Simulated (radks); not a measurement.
Valence configurations of Pt II (all share [Xe]). All-electron calculation, scalar-relativistic Kohn-Sham, SCAN, spin-unpolarised, spherical densities, finite nucleus; meta-GGA in the generalised Kohn-Sham scheme; Fermi nuclear charge, rms radius 5.427 fm. Program: a radial shooting solver on a logarithmic mesh with Libxc functionals. Energies are relative to 4f14 5d9; eigenvalues in eV.

[
 {"valence": "4f14 5d9", "E (eV)": "0.000", "e(4f)": "-79.071", "e(5d)": "-14.411", "e(6p)": "-", "e(6s)": "-"},
 {"valence": "4f14 5d8.5 6s0.5", "E (eV)": "0.930", "e(4f)": "-80.764", "e(5d)": "-15.552", "e(6p)": "-", "e(6s)": "-13.480"},
 {"valence": "4f14 5d8 6s1", "E (eV)": "2.063", "e(4f)": "-82.506", "e(5d)": "-16.709", "e(6p)": "-", "e(6s)": "-14.257"},
 {"valence": "4f14 5d8.5 6p0.5", "E (eV)": "4.332", "e(4f)": "-81.623", "e(5d)": "-16.372", "e(6p)": "-7.181", "e(6s)": "-"},
 {"valence": "4f14 5d7 6s2", "E (eV)": "4.882", "e(4f)": "-86.102", "e(5d)": "-19.041", "e(6p)": "-", "e(6s)": "-15.739"},
 {"valence": "4f14 5d8 6p1", "E (eV)": "9.209", "e(4f)": "-84.196", "e(5d)": "-18.311", "e(6p)": "-7.989", "e(6s)": "-"},
 {"valence": "4f13.5 5d8 6s0.5 6p1", "E (eV)": "45.426", "e(4f)": "-91.567", "e(5d)": "-20.195", "e(6p)": "-8.375", "e(6s)": "-15.899"},
 {"valence": "4f13.5 5d7 6s0.5 6p2", "E (eV)": "58.426", "e(4f)": "-96.954", "e(5d)": "-24.118", "e(6p)": "-9.967", "e(6s)": "-18.216"},
 {"valence": "4f13 5d10", "E (eV)": "69.587", "e(4f)": "-89.971", "e(5d)": "-15.512", "e(6p)": "-", "e(6s)": "-"},
 {"valence": "4f13 5d9 6s1", "E (eV)": "72.808", "e(4f)": "-93.633", "e(5d)": "-18.006", "e(6p)": "-", "e(6s)": "-14.329"}
]

NIST lists [Xe] 4f14 5d9 as the ground configuration; this level of theory agrees among the configurations tried. The energies are those of spherical spin-averaged densities, not of single terms.
